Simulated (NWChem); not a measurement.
System: SeCl₂; SMILES Cl[Se]Cl

Here is an NWChem input.

```
start job
memory heap 200 mb stack 900 mb global 1100 mb
geometry units angstroms
  Se     0.034495    -0.031041     0.648036
  Cl     1.027911     1.275101    -0.718990
  Cl    -1.104741    -1.205972    -0.724299
end
basis spherical
  Se library def2-svp
  Cl library def2-svp
end
dft
  xc hfexch
  iterations 150
end
task dft hessian
driver
  maxiter 150
  inhess 2
end
task dft optimize
```

NWChem printed, in part:

```
             Northwest Computational Chemistry Package (NWChem) 7.3.0
             --------------------------------------------------------

 C2V symmetry detected

                             Geometry "geometry" -> ""
                             -------------------------

 Output coordinates in angstroms (scale by  1.889725989 to convert to a.u.)

  No.       Tag          Charge          X              Y              Z
 ---- ---------------- ---------- -------------- -------------- --------------
    1 Se                  34.0000     0.00000000     0.00000000     0.68659388
    2 Cl                  17.0000    -1.63584504     0.00000000    -0.68659388
    3 Cl                  17.0000     1.63584504     0.00000000    -0.68659388

 Effective nuclear repulsion energy (a.u.)     333.1611095154

      Symmetry information
      --------------------

 Group name             C2v
 Group number             16
 Group order               4
 No. of unique centers     2

                                Z-matrix (autoz)
                                --------

 Units are Angstrom for bonds and degrees for angles

      Type          Name      I     J     K     L     M      Value
      ----------- --------  ----- ----- ----- ----- ----- ----------
    1 Stretch                  1     2                       2.13580
    2 Stretch                  1     3                       2.13580
    3 Bend                     2     1     3                99.97736

  xc_inp: hfexch multiplicative factor not found.

                              NWChem Analytic Hessian
                              -----------------------

  ncent_ecp
  NO ECPs here                  566
  HESS GRID fine

                                 NWChem DFT Module
                                 -----------------

 Summary of "ao basis" -> "ao basis" (spherical)
 ------------------------------------------------------------------------------
       Tag                 Description            Shells   Functions and Types
 ---------------- ------------------------------  ------  ---------------------
 Se                         def2-svp                12       32   5s4p3d
 Cl                         def2-svp                 8       18   4s3p1d

            General Information
            -------------------
          SCF calculation type: DFT
          Wavefunction type:  closed shell.
          No. of atoms     :     3
          No. of electrons :    68
           Alpha electrons :    34
            Beta electrons :    34
          Charge           :     0
          Spin multiplicity:     1
          Use of symmetry is: off; symmetry adaption is: off
          Maximum number of iterations: 150
          AO basis - number of functions:    68
                     number of shells:    28
          Convergence on energy requested:  1.00D-07
          Convergence on density requested:  1.00D-05
          Convergence on gradient requested:  1.00D-06

              XC Information
              --------------
                     Hartree-Fock (Exact) Exchange  1.000

      Superposition of Atomic Density Guess
      -------------------------------------

 Sum of atomic energies:       -3318.15882364

      Non-variational initial energy
      ------------------------------

 Total energy =   -3318.506886
 1-e energy   =   -5278.730207
 2-e energy   =    1627.062212
 HOMO         =      -0.212952
 LUMO         =      -0.025312

   convergence    iter        energy       DeltaE   RMS-Dens  Diis-err
 ---------------- ----- ----------------- --------- --------- ---------
 d= 0,ls=0.0,diis     1  -3318.2033614679 -3.65D+03  8.69D-03  2.22D-01
 d= 0,ls=0.0,diis     2  -3318.2312211351 -2.79D-02  3.00D-03  7.23D-02
 d= 0,ls=0.0,diis     3  -3318.2393996644 -8.18D-03  5.63D-04  1.53D-03
 d= 0,ls=0.0,diis     4  -3318.2397037626 -3.04D-04  3.24D-04  1.78D-04
 d= 0,ls=0.0,diis     5  -3318.2397671626 -6.34D-05  1.24D-04  1.00D-05
  Resetting Diis
 d= 0,ls=0.0,diis     6  -3318.2397731394 -5.98D-06  3.95D-05  9.51D-07
 d= 0,ls=0.0,diis     7  -3318.2397736713 -5.32D-07  6.15D-06  8.02D-08
 d= 0,ls=0.0,diis     8  -3318.2397736960 -2.47D-08  3.01D-06  1.35D-08

         Total DFT energy =    -3318.239773695969
      One electron energy =    -5276.597610752939
           Coulomb energy =     1765.864888527009
    Exchange-Corr. energy =     -140.668160985474
 Nuclear repulsion energy =      333.161109515434

 Numeric. integr. density =        0.000000000000

                       DFT Final Molecular Orbital Analysis
                       ------------------------------------

 Vector   32  Occ=2.000000D+00  E=-4.673851D-01
              MO Center=  1.1D-11,  1.7D-15, -6.4D-01, r^2= 3.9D+00
   Bfn.  Coefficient  Atom+Function         Bfn.  Coefficient  Atom+Function
  ----- ------------  ---------------      ----- ------------  ---------------
    43      0.397245  2 Cl px                61      0.397245  3 Cl px
    40      0.286124  2 Cl px                58      0.286124  3 Cl px
    45     -0.264173  2 Cl pz                63      0.264173  3 Cl pz
    42     -0.189916  2 Cl pz                60      0.189916  3 Cl pz
    37      0.165273  2 Cl px                55      0.165273  3 Cl px

 Vector   33  Occ=2.000000D+00  E=-4.664601D-01
              MO Center= -1.1D-11, -1.3D-15, -2.5D-01, r^2= 3.8D+00
   Bfn.  Coefficient  Atom+Function         Bfn.  Coefficient  Atom+Function
  ----- ------------  ---------------      ----- ------------  ---------------
    45      0.425594  2 Cl pz                63      0.425594  3 Cl pz
    42      0.293860  2 Cl pz                60      0.293860  3 Cl pz
    14     -0.247590  1 Se pz                 4     -0.238809  1 Se s
     5     -0.195879  1 Se s                 17     -0.186922  1 Se pz
    39      0.171302  2 Cl pz                57      0.171302  3 Cl pz

 Vector   34  Occ=2.000000D+00  E=-3.585299D-01
              MO Center=  3.1D-14, -1.4D-15,  2.9D-01, r^2= 2.9D+00
   Bfn.  Coefficient  Atom+Function         Bfn.  Coefficient  Atom+Function
  ----- ------------  ---------------      ----- ------------  ---------------
    16      0.554721  1 Se py                13      0.485205  1 Se py
    44     -0.322043  2 Cl py                62     -0.322043  3 Cl py
    10     -0.292969  1 Se py                41     -0.202974  2 Cl py
    59     -0.202974  3 Cl py                38     -0.116085  2 Cl py
    56     -0.116085  3 Cl py                 7      0.094317  1 Se py

[...]

      ----------------------
      Optimization converged
      ----------------------

  Step       Energy      Delta E   Gmax     Grms     Xrms     Xmax
  ---- ---------------- -------- -------- -------- -------- --------
@    3   -3318.24055254 -1.9D-08  0.00001  0.00000  0.00019  0.00040
                                     ok       ok       ok       ok

                                Z-matrix (autoz)
                                --------

 Units are Angstrom for bonds and degrees for angles

      Type          Name      I     J     K     L     M      Value     Gradient
      ----------- --------  ----- ----- ----- ----- ----- ---------- ----------
    1 Stretch                  1     2                       2.16836   -0.00000
    2 Stretch                  1     3                       2.16836   -0.00000
    3 Bend                     2     1     3               100.45777    0.00001

                         Geometry "geometry" -> "geometry"
                         ---------------------------------

 Output coordinates in angstroms (scale by  1.889725989 to convert to a.u.)

  No.       Tag          Charge          X              Y              Z
 ---- ---------------- ---------- -------------- -------------- --------------
    1 Se                  34.0000     0.00000000     0.00000000     0.69589892
    2 Cl                  17.0000    -1.66661141     0.00000000    -0.69124640
    3 Cl                  17.0000     1.66661141     0.00000000    -0.69124640

 Effective nuclear repulsion energy (a.u.)     327.9977004148

      Symmetry information
      --------------------

 Group name             C2v
 Group number             16
 Group order               4
 No. of unique centers     2

                Final and change from initial internal coordinates
                --------------------------------------------------

                                Z-matrix (autoz)
                                --------

 Units are Angstrom for bonds and degrees for angles

      Type          Name      I     J     K     L     M      Value       Change
      ----------- --------  ----- ----- ----- ----- ----- ---------- ----------
    1 Stretch                  1     2                       2.16836    0.03256
    2 Stretch                  1     3                       2.16836    0.03256
    3 Bend                     2     1     3               100.45777    0.48041

 ==============================================================================
                                internuclear distances
 ------------------------------------------------------------------------------
       center one      |      center two      | atomic units |  angstroms
 ------------------------------------------------------------------------------
    2 Cl               |   1 Se               |     4.09760  |     2.16836
    3 Cl               |   1 Se               |     4.09760  |     2.16836
 ------------------------------------------------------------------------------
                         number of included internuclear distances:          2
 ==============================================================================
```

Level: Hartree-Fock/def2-SVP.
